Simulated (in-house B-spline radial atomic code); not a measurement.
Computed with a B-spline radial atomic code. Model: two electrons, singlet ground state, non-relativistic, full CI in B-splines with partial waves to l = 8 (at full coupling up to 3e-4 hartree above the limit, correlation up to 0.6 % small), density held at that of full coupling by Lieb maximisation.

W(λ) is the mean repulsion in the state of coupling λ less the Hartree energy of the fixed density. Its start is exact exchange, its initial slope is twice the second-order Görling-Levy correlation energy, and its area from 0 to 1 is E_xc. A straight curve means weak, dynamic correlation, and a curve that drops fast and flattens means strong correlation.

Command:
```bash
python run_ac.py task.json out
```
Settings (lengths in bohr, energies in hartree):
```
potential              yukawa
strength               1.86
lmax                   8
second                 0.358
```

Run time, properties included: 25 s on 1 thread of Intel(R) Xeon(R) Processor @ 2.30GHz, on a shared host.

**W = mean repulsion less Hartree energy, and W of three functionals.**

Given: confinement screened point charge; nuclear charge 1.86; screening of the nucleus 0.358 1/bohr; external potential -Z exp(-k r)/r.

Computed: LDA exchange minus exact 118.5 millihartree; PBE exchange minus exact 3.6174 millihartree.

| coupling | W xc (hartree) | W xc minus exchange (millihartree) | kinetic minus Kohn-Sham (millihartree) | LDA (PW92) W minus its exchange (millihartree) | PBE W minus its exchange (millihartree) | SCAN W minus its exchange (millihartree) |
| --- | --- | --- | --- | --- | --- | --- |
| 0 | -0.88269 | 0 | 0 | 0 | 0 | 0 |
| 0.02 | -0.88469 | -1.992 | 0.02 | -11.46 | -1.68 | -1.8 |
| 0.05 | -0.88763 | -4.94 | 0.12 | -23.29 | -4.23 | -4.44 |
| 0.12 | ? | ? | ? | ? | ? | ? |
| 0.25 | ? | ? | ? | ? | ? | ? |
| 0.4 | -0.91884 | -36.142 | 6.98 | -98.6 | -33.12 | -31.4 |
| 0.6 | -0.93437 | -51.671 | 14.72 | -126.07 | -48.11 | -44.61 |
| 0.8 | -0.94849 | -65.792 | 24.58 | -148.73 | -61.96 | -56.63 |
| 1 | -0.96137 | -78.678 | 36.16 | -168.14 | -74.76 | -67.65 |
| 1.4 | -0.984 | -101.31 | 63.19 | -200.28 | -97.64 | -87.2 |
| 2 | -1.0117 | -129.04 | 110.01 | -237.67 | -126.47 | -111.74 |
| 3 | -1.0464 | -163.69 | 195.64 | -283.25 | -164.14 | -143.68 |
| 4.5 | -1.0818 | -199.1 | 326.56 | -330.44 | -205.33 | -178.21 |
| 7 | -1.1182 | -235.48 | 531.63 | -381.51 | -251.68 | -215.79 |

Problem. What belongs in the row 0.12?

Solution. W xc (hartree): -0.89433; W xc minus exchange (millihartree): -11.639; kinetic minus Kohn-Sham (millihartree): 0.69; LDA (PW92) W minus its exchange (millihartree): -44.16; PBE W minus its exchange (millihartree): -10.2; SCAN W minus its exchange (millihartree): -10.33.

Problem. What belongs in the row 0.25?

Solution. W xc (hartree): -0.90614; W xc minus exchange (millihartree): -23.45; kinetic minus Kohn-Sham (millihartree): 2.87; LDA (PW92) W minus its exchange (millihartree): -72.94; PBE W minus its exchange (millihartree): -21.1; SCAN W minus its exchange (millihartree): -20.55.

Problem. What is the SCAN exchange minus exact?

Solution. -8.0652 millihartree.

**Energy parts, natural occupations and partial-wave weights.**

Computed: exchange energy -0.88269 hartree; correlation energy -0.042517 hartree; kinetic part of the DFT correlation energy 0.03616 hartree; initial slope twice GL2 -0.10011 hartree; kinetic part over minus potential part 0.4596; Kohn-Sham kinetic 2.2224 hartree; Lieb Oxford ratio E_xc over LDA exchange 1.2107.

| natural | occupation of the shell (electrons) |
| --- | --- |
| s | 1.9774 |
| s | 0.012528 |
| p | ? |
| d | 0.00036436 |
| p | 0.0002994 |
| s | 0.00019214 |

Problem. What belongs in the row p?

Solution. occupation of the shell (electrons): 0.0090261.

```csv
wave,weight
s,0.99508
p,0.0046771
d,0.0002045
f,?
g,6.2446e-06
```

Problem. What belongs in the row f?

Solution. weight: 2.753e-05.

Problem. What is the Hartree energy?

Solution. 1.7654 hartree.

Problem. What is the total energy?

Solution. -1.3321 hartree.

Half-way to full coupling W has made 56 % of its drop, against 50 % for a straight line, and second-order (GL2) theory, half the initial slope, overshoots the correlation energy by about 18 %: a moderate bend, as in light atoms. Over couplings 0 to 1 the errors in E_xc come to about +56 millihartree for LDA, +6.5 millihartree for PBE, -2.3 millihartree for SCAN, so SCAN is nearest. In LDA and SCAN the errors of exchange and correlation have opposite signs, so the sum is smaller than the larger of the two.
